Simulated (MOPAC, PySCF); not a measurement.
C2H4B2, SMILES `C(B=B)=C`, neutral singlet in the gas phase. 

Cartesian coordinates (Å):
```xyz
8

B      2.3430     0.0342     0.0588
B      0.8754    -0.1834    -0.2255
C     -0.5911    -0.3952    -0.4298
C     -1.4676     0.3210     0.2874
H      3.4806     0.2000     0.2819
H     -0.9745    -1.2131    -1.0336
H     -1.1398     1.1528     0.8982
H     -2.5260     0.0838     0.3089
```
Charge 0, multiplicity 1.

All levels are single points at this geometry (CAM-B3LYP-D3(BJ)/def2-TZVP); Pople sets use spherical d functions. Orbital energies aren't observables, and empty levels follow the basis.

SVWN5/6-31G* in PySCF gives dipole (D) = 1.31.

Q: Estimate the dipole (D) from each of these levels: CAM-B3LYP-D3(BJ)/def2-TZVP in PySCF; TPSSh-D3(BJ)/def2-TZVP in PySCF; B3LYP/6-31G* in PySCF; PBE/6-31G* in PySCF; HF/3-21G in PySCF; PM3 in MOPAC; PM6 in MOPAC; PM7 in MOPAC.

A: 
| level | dipole (D) |
|---|---|
| CAM-B3LYP-D3(BJ)/def2-TZVP in PySCF | 1.74 |
| TPSSh-D3(BJ)/def2-TZVP in PySCF | 1.58 |
| B3LYP/6-31G* in PySCF | 1.44 |
| PBE/6-31G* in PySCF | 1.34 |
| HF/3-21G in PySCF | 2.06 |
| PM3 in MOPAC | 2.31 |
| PM6 in MOPAC | 0.62 |
| PM7 in MOPAC | 3.15 |
